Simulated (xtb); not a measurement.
C4H7BO, SMILES C(B(C#C)O)C. All values are semi-empirical tight-binding results from xtb (GFN2-xTB unless named), good for trends rather than for accurate numbers. Coordinates come from a GFN2-xTB optimisation. The structure was generated by enumeration, and PubChem lists no compound with its InChIKey, so it may never have been made. The values are those of a single conformer.

Computed properties:
The orbital gap is 4.55 eV and the dipole moment comes out as 1.53 D. The zero-point energy is 63.8 kcal/mol, the G − E(el) at 298.15 K (modified RRHO) comes out as 43.9 kcal/mol and the static polarisability (D4 model) comes out as 61.9 bohr³. The solvation energy, GFN2-xTB/ALPB(water) is -4.6 kcal/mol and the solvation energy, GFN2-xTB/ALPB(acetonitrile) is -7.1 kcal/mol.

Computed IR lines (harmonic; lines under 4 % of the strongest left out, lines within 3 cm⁻¹ merged):
ν (cm⁻¹): 644 (s), 653 (w), 679 (w), 701 (m), 769 (m), 911 (s), 984 (w), 1009 (m), 1168 (vs), 1233 (w), 1269 (s), 1331 (vs), 2211 (m), 2948 (m), 2991 (m), 3018 (m), 3031 (m), 3038 (m) (against the strongest line: vs over 80 %, s over 45 %, m over 15 %, w over 4 %, vw less)
